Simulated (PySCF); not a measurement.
C2H5Se, doublet, at a GFN2-xTB geometry, atoms displaced at random by about 0.08 Å a coordinate; B3LYP/STO-3G, gradient run with PySCF.

Here is a job for PySCF.
```python
from pyscf import gto, scf, dft

mol = gto.M(
    atom='''
C     1.58087161    0.30176384   -0.58148038
Se    0.06921230   -0.22677209    0.53239957
C    -1.37612028    0.41994262   -0.96235099
H     2.41481408    0.05025335   -0.14239494
H     1.33064101    1.01017682   -1.31942576
H    -1.25393825    1.49500956   -0.79757543
H    -1.19484587    0.07222802   -1.75062664
H    -2.23083574    0.31981971   -0.39212136
''',
    basis='sto-3g',
    spin=1,
    verbose=3,
)

mf = dft.UKS(mol)
mf.xc = 'b3lyp'
mf.grids.level = 5
mf.kernel()
g = mf.nuc_grad_method()
g.grid_response = False
grad = g.kernel()
```

Output, abridged:

```
converged SCF energy = -2452.96661333968  <S^2> = 0.75395183  2S+1 = 2.0039479
--------------- UKS gradients ---------------
         x                y                z
0 C     0.1456280365     0.0113258270    -0.0020450546
1 Se     0.0127672452    -0.0186545252     0.0644270538
2 C    -0.0239086468    -0.1462548321    -0.3473097207
3 H    -0.1209161743     0.0203570249    -0.0425394740
4 H    -0.0091712615    -0.0235789492     0.0242337696
5 H    -0.0125415181    -0.0056982800     0.0271147831
6 H    -0.0530328419     0.1277626706     0.2843518875
7 H     0.0611757438     0.0347367067    -0.0082342596
----------------------------------------------
```
